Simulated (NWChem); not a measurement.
# Correlation energy of Cl2Si

```
Si
Cl 1 2.1112
Cl 1 2.1112 2 101.95
```
Charge 0, spin multiplicity 1.

Program: NWChem. All single points use one geometry, from PBE/def2-SVP, a minimum by its harmonic frequencies.

Basis set: 6-31G*. Each correlation energy counts from its own Hartree-Fock reference.

The correlated methods keep 15 core orbitals frozen. The Pople sets run with spherical d functions. The structure started from a generated list of species. Coupled-cluster values serve here as a point of comparison, not as the truth.

Task: Order these methods by the correlation energy they give, lowest first: MP2, SCS-MP2, CR-CCSD[T], CCSD, CCSD+T(CCSD).

Result: CCSD+T(CCSD) (-369.4 mHa), CR-CCSD[T] (-367.0 mHa), CCSD (-358.2 mHa), MP2 (-322.5 mHa), SCS-MP2 (-315.0 mHa)
